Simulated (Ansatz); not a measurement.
A single point on C2H7InSe (`[CH3][In]([CH3])[SeH]`).

```yaml
crystal:
  periodic: [false, false, false]
  atoms:
    - {symbol: C, position_ang: [0.999973, 1.759064, -0.793460]}
    - {symbol: In, position_ang: [0.161422, -0.130735, -0.212668]}
    - {symbol: C, position_ang: [-1.281098, -0.616609, 1.303128]}
    - {symbol: Se, position_ang: [1.048116, -2.095272, -1.537446]}
    - {symbol: H, position_ang: [1.696013, 1.629654, -1.621413]}
    - {symbol: H, position_ang: [1.528201, 2.206329, 0.050604]}
    - {symbol: H, position_ang: [0.205021, 2.442396, -1.097433]}
    - {symbol: H, position_ang: [-1.840855, 0.265054, 1.615903]}
    - {symbol: H, position_ang: [-1.972634, -1.370572, 0.925590]}
    - {symbol: H, position_ang: [-0.762461, -1.029994, 2.170539]}
    - {symbol: H, position_ang: [0.218302, -3.059324, -0.803335]}
basis:
  gaussian: {orbitals: def2-QZVPP}
correlation: {method: mp2}
```

```sh
$ ansatz run in.yaml --threads 4 --pin off --events-out ev --progress --plain --max-ram 10444MiB
```

It prints (some lines left out):

```
Functional definition: HF
3024 factors; integrals over basis functions are off by at most 7.3e-4 eV
mean field evaluation 1: about -72622.6143 eV, gradient 3.9e1 eV
mean field evaluation 2: about -72622.7158 eV, gradient 3.9e1 eV
mean field evaluation 4: about -72626.6634 eV, gradient 3.5e0 eV
mean field evaluation 8: about -72626.7195 eV, gradient 2.9e-1 eV
mean field evaluation 16: about -72626.7200 eV, gradient 1.2e-6 eV
mean field -72626.71998389 eV, -2668.9827312492 hartree, gradient 1.2e-6 eV, S^2 0.000000; 0 other end points of the search recorded, 0 dependent functions left out
15 core orbitals not correlated: weight in the atoms' cores, before any rotation towards them, 1.000 or more for the frozen orbitals, at most 0.000 for the correlated occupied ones
reference -72626.71998389 eV, -2668.9827312492 hartree; 22, 22 occupied and 458, 458 virtual orbitals, 3024 factors
second order -39.27311456 eV of doubles, -0.00000000 eV of singles
Total energy: -72665.99309846 eV, -2670.4259915891 hartree
```

Run time 26 s (4 threads of an Arm Neoverse V2 on a shared host); peak host memory 3.1 GiB.
